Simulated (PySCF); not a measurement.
Ligand exchange on a metal centre used in film growth or etching (Zn F-Br). All species are isolated molecules in the gas phase.

Quantity: redistribution energy (mixed species minus the weighted end members), in kcal/mol.

Level 1: B3LYP-D3(BJ)/def2-TZVP // TPSS-D3(BJ)/def2-SVP (PySCF)
Level 2: PBE-D3(BJ)/def2-TZVP // TPSS-D3(BJ)/def2-SVP (PySCF)
Level 3: SVWN5/6-31G* (LANL2DZ on Zn) // TPSS-D3(BJ)/def2-SVP (PySCF)
Level 4: HF/6-31G* (LANL2DZ on Zn) // TPSS-D3(BJ)/def2-SVP (PySCF)

| species | level 1 | level 2 | level 3 | level 4 |
|---|---|---|---|---|
| 1 of 2 F replaced by Br: [Zn(F)(Br)] | -0.15 | -0.22 | -1.77 | -0.95 |
